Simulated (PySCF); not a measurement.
Compound: C2H8SeSi.
Bonds: C1–Si2, Si2–C3, Si2–Se4. Hydrogens: H5, H6, H7 on C1; H8 on Si2; H9, H10, H11 on C3; H12 on Se4.

Computed by this run: PBE0-D3(BJ)/def2-SVP geometry optimisation, gas phase in PySCF 2.14.0; density fitting, grid level 1; the optimiser is geomeTRIC in internal coordinates, started from a GFN2-xTB structure with every atom displaced at random (about 0.01 Å).

Step 2: E = -75407.6538 eV
```
atom  x, y, z in Å  |  force x, y, z in eV/Å
C1      0.7928    1.4612   -0.0641    0.083   0.024  -0.039
Si2     0.1796   -0.1778    0.6068   -0.261   0.003   0.049
C3     -1.4747   -0.6302   -0.1655    0.071  -0.105  -0.049
Se4     1.6279   -1.9312    0.3011    0.103   0.034   0.009
H5      0.0146    2.2268    0.0899    0.003   0.004   0.003
H6      0.9971    1.4004   -1.1447   -0.007  -0.010   0.010
H7      1.7110    1.7983    0.4396    0.002  -0.042  -0.002
H8      0.0587   -0.1085    2.0969    0.026  -0.009  -0.017
H9     -2.2618    0.1158    0.0252    0.046   0.055   0.029
H10    -1.8085   -1.6022    0.2287   -0.029   0.022  -0.006
H11    -1.3587   -0.7373   -1.2569   -0.031   0.019   0.020
H12     1.5599   -1.8434   -1.1668   -0.007   0.005  -0.007
```

Step 3: E = -75407.6630 eV
```
atom  x, y, z in Å  |  force x, y, z in eV/Å
C1      0.7928    1.4471   -0.0688   -0.014   0.020   0.009
Si2     0.1608   -0.1823    0.6104    0.008  -0.059  -0.024
C3     -1.4865   -0.6352   -0.1662    0.023  -0.072  -0.003
Se4     1.6620   -1.8985    0.3030    0.023   0.027   0.099
H5      0.0258    2.2248    0.0831    0.034   0.025  -0.009
H6      0.9960    1.3760   -1.1485   -0.008  -0.009  -0.005
H7      1.7180    1.7648    0.4345   -0.007  -0.021  -0.002
H8      0.0514   -0.1150    2.0997   -0.020   0.003   0.003
H9     -2.2518    0.1294    0.0374   -0.019   0.030   0.015
H10    -1.8381   -1.6021    0.2247   -0.018   0.032   0.004
H11    -1.3829   -0.7333   -1.2583    0.004   0.017  -0.007
H12     1.5903   -1.8038   -1.1609   -0.004   0.006  -0.083
```

Problem. Estimate the geometry and energy of step 4. (The exact step hangs on the optimiser's Hessian estimate; all steps are aligned on step 3, rigid shifts and turns removed.)

Solution. E = -75407.6654 eV, largest force 0.083 eV/Å
```
atom  x, y, z in Å  |  force x, y, z in eV/Å
C1      0.7915    1.4394   -0.0714   -0.043   0.009   0.016
Si2     0.1526   -0.1874    0.6106    0.068  -0.039  -0.027
C3     -1.4945   -0.6386   -0.1654    0.002  -0.021   0.006
Se4     1.6831   -1.8796    0.3063   -0.015   0.019   0.043
H5      0.0376    2.2300    0.0788    0.026   0.014  -0.005
H6      0.9928    1.3616   -1.1510   -0.003  -0.004  -0.007
H7      1.7220    1.7423    0.4306    0.004  -0.008  -0.004
H8      0.0421   -0.1203    2.0996   -0.025   0.004   0.005
H9     -2.2489    0.1360    0.0458   -0.015   0.006   0.002
H10    -1.8578   -1.6008    0.2249   -0.008   0.014   0.005
H11    -1.3968   -0.7304   -1.2584    0.006   0.007  -0.008
H12     1.6143   -1.7802   -1.1602    0.003   0.001  -0.025
```

The energy changes by -0.0024 eV. The first-order estimate −F·Δx gives -0.0035 eV and the mean of the old and new forces, exact on a quadratic surface, -0.0022 eV. The step makes an angle of 73° with the force vector and moves no atom by more than 0.034 Å.

The cost below is that of the whole optimisation. The run took 37 s wall on Arm Neoverse V1, one thread, shared host with 32 logical CPUs at a one-minute load of 18, and the process peaked at 0.47 GiB of memory.
